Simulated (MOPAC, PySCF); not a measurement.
C4H4, SMILES `C(C#C)=C`, neutral singlet in the gas phase. 

Cartesian coordinates (Å):
```xyz
8

C      1.9298    -0.8779     0.0818
C      0.7831    -0.5512    -0.0769
C     -0.5763    -0.1981    -0.2843
C     -1.1436     0.9179     0.1762
H      2.9438    -1.1584     0.2267
H     -1.1678    -0.9036    -0.8599
H     -2.1863     1.1298    -0.0163
H     -0.5827     1.6414     0.7527
```
Charge 0, multiplicity 1.

All levels are single points at this geometry (B3LYP-D3(BJ)/def2-TZVP); Pople sets use spherical d functions. Orbital energies aren't observables, and empty levels follow the basis.

AM1 in MOPAC gives dipole (D) = 0.21.

Q: Estimate the dipole (D) from each of these levels: PBE-D3(BJ)/def2-TZVP in PySCF; ωB97X-D3(BJ)/def2-TZVP in PySCF; B3LYP/3-21G in PySCF; B3LYP/6-311+G** in PySCF; B3LYP/6-31G* in PySCF; PBE/6-31G* in PySCF; SVWN5/6-31G* in PySCF; PM7 in MOPAC.

A: 
```csv
level,dipole (D)
PBE-D3(BJ)/def2-TZVP in PySCF,0.39
ωB97X-D3(BJ)/def2-TZVP in PySCF,0.46
B3LYP/3-21G in PySCF,0.37
B3LYP/6-311+G** in PySCF,0.43
B3LYP/6-31G* in PySCF,0.33
PBE/6-31G* in PySCF,0.30
SVWN5/6-31G* in PySCF,0.30
PM7 in MOPAC,0.43
```
